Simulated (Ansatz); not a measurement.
Start from `[SH][Al]1[SiH2]C[SiH2]1` and change one atom or group to get `C1[SiH2][AlH][SiH2]1`.

Ansatz, PBE0-D4/def2-TZVP geometries, multiplicity 1. Each molecule was computed in one conformer, which needn't be the lowest.

```csv
property,`[SH][Al]1[SiH2]C[SiH2]1`
LUMO energy (ωB97M-V/def2-TZVPP) / eV,-0.39
HOMO–LUMO gap (PBE/def2-TZVPP) / eV,2.82
HOMO energy (ωB97M-V/def2-TZVPP) / eV,-8.47
HOMO–LUMO gap (B3LYP/def2-TZVPP) / eV,4.20
LUMO energy (B3LYP/def2-TZVPP) / eV,-2.20
LUMO energy (PBE/def2-TZVPP) / eV,-2.80
```

Task: What does the change do to each property? (Estimate.)

Result: The calculation gave: 
```json
{"property": "LUMO energy (ωB97M-V/def2-TZVPP) / eV", "`C1[SiH2][AlH][SiH2]1`": "-0.69", "shift": "-0.30"}
{"property": "HOMO–LUMO gap (PBE/def2-TZVPP) / eV", "`C1[SiH2][AlH][SiH2]1`": "2.44", "shift": "-0.38"}
{"property": "HOMO energy (ωB97M-V/def2-TZVPP) / eV", "`C1[SiH2][AlH][SiH2]1`": "-8.37", "shift": "0.10"}
{"property": "HOMO–LUMO gap (B3LYP/def2-TZVPP) / eV", "`C1[SiH2][AlH][SiH2]1`": "3.79", "shift": "-0.41"}
{"property": "LUMO energy (B3LYP/def2-TZVPP) / eV", "`C1[SiH2][AlH][SiH2]1`": "-2.51", "shift": "-0.31"}
{"property": "LUMO energy (PBE/def2-TZVPP) / eV", "`C1[SiH2][AlH][SiH2]1`": "-3.10", "shift": "-0.30"}
```

With PBE0 the HOMO rises by 0.10 eV and the LUMO falls by 0.27 eV, so the gap narrows by about 0.37 eV. PBE moves the HOMO by 0.08 eV and ωB97M-V by 0.10 eV.

B3LYP here is the variant with VWN-RPA as its local correlation; programs differ in this.
